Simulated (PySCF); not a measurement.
## Working out the ionisation energy of Xe

Xe [Xe] (1S) → Xe+ [Kr] 4d10 5s2 5p5 (2P). Calculation: PySCF 2.14, in def2-SVP with the def2 core potential (28 electrons); a scalar-relativistic core potential. Frozen: 4s2 4p6 4d10. Energies in hartree (1 hartree = 27.21139 eV):

| part | Xe (lower) | Xe+ (upper) |
| --- | --- | --- |
| UHF | -328.298394 | -327.877043 |
| CCSD correlation | -0.160058 | -0.134443 |
| (T) | -0.004906 | -0.003563 |

Task: What does Hartree-Fock give?

Result: (-327.877043) − (-328.298394) = 0.421351 hartree = 11.466 eV.

Task: What do CCSD and CCSD(T) give?

Result: The CCSD correlation energies differ by 0.025615 hartree = 0.697 eV and the triples by 0.001343 hartree = 0.037 eV, so CCSD gives 12.163 eV and CCSD(T) 12.200 eV.

Measured between the centres of the two terms (NIST): 12.565 eV, so CCSD(T) (valence) is off by -0.365 eV.

A double-zeta basis recovers only part of the correlation energy.

What remains against the reference includes basis incompleteness, the frozen core and higher excitations.
